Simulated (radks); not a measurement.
Problem. All-electron atom: the niobium ion Nb3+ in [Kr] 4d2 (the NIST ground configuration). Method: Dirac Kohn-Sham, PBEsol, spin-unpolarised, spherical densities, point nucleus; open shells fill j = l - 1/2 first; computed with a radial shooting solver on a logarithmic mesh with Libxc functionals. Some entries of the table are withheld. Estimate them.

orbital,occ.,eigenvalue (hartree),<r> (bohr)
1s1/2,2,-691.5873,0.03611
2s1/2,2,-97.71788,(1)
2p1/2,2,-89.78741,0.1346
2p3/2,4,-86.27123,0.1391
3s1/2,2,-17.25084,0.4433
3p1/2,2,(2),0.4388
3p3/2,4,(3),0.4493
3d3/2,4,-8.42170,(4)
3d5/2,6,-8.31550,(5)
4s1/2,2,-3.26257,1.147
4p1/2,2,-2.42590,(6)
4p3/2,4,-2.34495,(7)
4d3/2,2,-1.12661,1.703
4d5/2,0,-1.11796,1.715

Solution. 
(1) 2s1/2 <r> (bohr): 0.1578
(2) 3p1/2 eigenvalue (hartree): -14.26603
(3) 3p3/2 eigenvalue (hartree): -13.69599
(4) 3d3/2 <r> (bohr): 0.4309
(5) 3d5/2 <r> (bohr): 0.4344
(6) 4p1/2 <r> (bohr): 1.254
(7) 4p3/2 <r> (bohr): 1.282
